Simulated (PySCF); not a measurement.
**Frontier levels across methods**

C5H8Si.
Structure used (PBE0-D3(BJ)/def2-SVP), in Å, numbered top down from 1:
```
atom  x, y, z in Å
C1    -2.8656    0.2000    0.1808
C2    -1.5825    0.5820    0.1700
Si3   -0.1656   -0.6041   -0.0913
C4     1.1893   -0.1189   -1.2812
C5     2.0810   -0.0612   -0.2680
C6     1.3741   -0.4127    1.0273
H7    -3.6885    0.9079    0.3306
H8    -3.1541   -0.8484    0.0386
H9    -1.3532    1.6466    0.3132
H10   -0.7499   -1.9788   -0.2114
H11    1.3844    0.0820   -2.3371
H12    3.1492    0.1955   -0.3429
H13    1.3598    0.4018    1.7706
H14    1.7600   -1.3185    1.5237
```

Basis pcSseg-1 throughout (PySCF), one geometry. Geometry: PBE0-D3(BJ)/def2-SVP, one conformer, isolated molecule.

Problem. How do the orbital energies, the gap and the dipole change with the method?

Solution. 
| method | kind | HOMO (eV) | LUMO (eV) | gap (eV) | μ (D) | SCF cycles |
| --- | --- | --- | --- | --- | --- | --- |
| BLYP | GGA | -6.25 | -1.41 | 4.84 | 0.53 | 15 |
| B97-D | GGA | -6.36 | -1.46 | 4.90 | 0.54 | 15 |
| OPBE | GGA | -6.43 | -1.48 | 4.95 | 0.54 | 15 |
| KT3 | GGA | -6.44 | -1.52 | 4.92 | 0.52 | 15 |
| KT2 | GGA | -6.44 | -1.57 | 4.87 | 0.54 | 15 |
| PBE | GGA | -6.44 | -1.58 | 4.86 | 0.55 | 14 |
| BP86 | GGA | -6.54 | -1.68 | 4.86 | 0.55 | 14 |
| LDA | LDA | -6.59 | -1.80 | 4.79 | 0.57 | 15 |
| B97-2 | global hybrid | -7.28 | -0.64 | 6.64 | 0.55 | 13 |
| B3LYP | global hybrid | -7.29 | -0.79 | 6.50 | 0.54 | 13 |
| PBE0 | global hybrid | -7.54 | -0.60 | 6.94 | 0.56 | 13 |
| mPW1PW91 | global hybrid | -7.56 | -0.61 | 6.95 | 0.55 | 13 |
| BHandHLYP | global hybrid | -8.44 | 0.52 | 8.96 | 0.56 | 12 |
| CAM-B3LYP | range-separated hybrid | -8.81 | 0.58 | 9.39 | 0.54 | 12 |
| wB97X-D | range-separated hybrid | -9.37 | 1.20 | 10.56 | 0.55 | 13 |
| HF | Hartree–Fock | -9.81 | 3.17 | 12.98 | 0.60 | 10 |
| LC-wPBE | range-separated hybrid | -10.22 | 1.69 | 11.91 | 0.55 | 12 |

The HOMO spans 3.97 eV, from BLYP down to LC-wPBE, and the gap runs from 4.79 eV (LDA) to 12.98 eV (HF). Over the methods BLYP (0 %), B97-D (0 %), OPBE (0 %), KT3 (0 %), KT2 (0 %), PBE (0 %), BP86 (0 %), LDA (0 %), B97-2 (21 %), B3LYP (20 %), PBE0 (25 %), mPW1PW91 (25 %), BHandHLYP (50 %), HF (100 %), a straight line through the gap against the share of exact exchange rises by 0.81 eV for each 10 % (correlation coefficient 1.000). The dipole ranges from 0.52 D (KT3) to 0.60 D (HF). This basis has no diffuse functions.
